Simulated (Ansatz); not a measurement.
System: HgBr$_{2}$, net charge 0, singlet state. SMILES: [Br][Hg][Br]
Structure (B3LYP-D3(BJ)/def2-TZVP (Ansatz, a quantum-chemistry and plane-wave program) minimum search):
```xyz
3

Hg     0.0000     0.0000     0.0000
Br     0.0000     0.0000     2.4249
Br     0.0000     0.0000    -2.4249
```
Charge 0, spin multiplicity 1.

### Question
Give the harmonic wavenumbers at B3LYP-D3(BJ)/def2-TZVP (Ansatz, finite differences of forces, unscaled).

### Answer
65, 65, 206, 277 cm⁻¹. Zero-point energy 0.9 kcal/mol.

### Question
From these and the geometry, give the ideal-gas thermochemistry at 298.15 K and 1 atm (rigid rotor, harmonic oscillator).

### Answer
Point group D∞h, rotational symmetry number 2. Rotational constants 0.5378, 0.5378 GHz. S(trans) 43.54, S(rot) 19.20, S(vib) 12.24, S(elec, spin only) 0.00, S 75.0 cal/(mol K). H(298) - H(0) 3.71 kcal/mol; G - E(el) -17.8 kcal/mol.
